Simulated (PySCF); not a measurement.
## Exercise with solution: refractive index and permittivity of the vapour

NbOCl₃, SMILES [O]=[Nb]([Cl])([Cl])[Cl], multiplicity 1.

Coordinates come from a B3LYP-D3(BJ)/def2-SVP optimisation. The spin state was assumed, not searched. The isomer is the one that the SMILES or the coordinates give; other isomers of the formula were not compared. The def2 effective core potentials stand for the cores of Nb; spin–orbit coupling is left out.

PBE0/def2-TZVP in PySCF gives a mean static polarisability of 78.5 bohr³ and a dipole moment of 1.07 D. Take an ideal gas at 298.15 K and 1 bar, whether or not the substance is that volatile.

Task: Work out n − 1 in the optical limit and the static ε − 1.

Result: 
Polarisability volume α' = 78.5 × 0.148185 = 11.63 Å³. Number density N = p/kT = 2.43e-5 Å⁻³.
Dilute limit of Lorentz–Lorenz: n − 1 = 2π N α' = 0.0018.
Orientation term of Debye: μ²/(3kT) = 8.098 Å³ × μ²(D²) = 9.27 Å³.
ε − 1 = 4π N (α' + μ²/3kT) = 0.0064. Orientation of the dipole supplies 44 % of the static response; it can't follow optical fields. Vibrational polarisation and dispersion are left out.
